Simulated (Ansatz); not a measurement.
`C[N](C)[Ga]([NH2])[N](C)C`. Total charge 0; spin multiplicity 1. All single points use the PBE0-D4/def2-TZVP geometry. It is one conformer, not always the lowest.

```xyz
22

C     0.251   -1.929    1.345
N    -0.629   -1.434    0.324
C    -1.605   -2.403   -0.099
Ga   -0.612    0.266   -0.333
N    -2.091    0.860   -1.226
N     0.864    1.330   -0.206
C     0.803    2.756   -0.375
C     2.202    0.845   -0.004
H     0.866   -2.772    0.990
H    -0.310   -2.290    2.221
H     0.928   -1.148    1.695
H    -1.128   -3.312   -0.496
H    -2.240   -1.998   -0.890
H    -2.258   -2.720    0.730
H    -2.127    1.793   -1.601
H    -3.010    0.549   -0.959
H     1.381    3.094   -1.249
H    -0.229    3.091   -0.509
H     1.206    3.288    0.501
H     2.867    1.148   -0.828
H     2.223   -0.245    0.043
H     2.647    1.231    0.926
```

What is the dipole moment at r2SCAN/def2-TZVPP? (An estimate is asked.)

Ansatz gave: 0.66 D, with components (-0.35, 0.45, 0.32) D in this frame, pointing from negative to positive charge.

And with PBE, B3LYP, ωB97M-V? (Best estimate.)

Ansatz gave: PBE 0.65 D, B3LYP 0.67 D, ωB97M-V 0.69 D.

Give the Mulliken charges with r2SCAN, PBE, B3LYP in def2-TZVPP. (Estimate.)

Computed: 
```
atom  r2SCAN    PBE  B3LYP
  C1   -0.04  -0.17  -0.17
  N2   -0.24  -0.14  -0.22
  C3   -0.04  -0.17  -0.17
 Ga4    0.33   0.19   0.33
  N5   -0.45  -0.38  -0.40
  N6   -0.24  -0.14  -0.22
  C7   -0.03  -0.17  -0.16
  C8   -0.04  -0.17  -0.17
  H9    0.04   0.07   0.08
 H10    0.03   0.07   0.08
 H11    0.04   0.08   0.08
 H12    0.04   0.07   0.08
 H13    0.04   0.07   0.08
 H14    0.04   0.07   0.08
 H15    0.14   0.13   0.12
 H16    0.15   0.14   0.13
 H17    0.04   0.08   0.08
 H18    0.03   0.06   0.07
 H19    0.04   0.08   0.08
 H20    0.04   0.07   0.08
 H21    0.04   0.08   0.09
 H22    0.04   0.07   0.08
```

B3LYP here is the variant with VWN-RPA as its local correlation; programs differ in this.
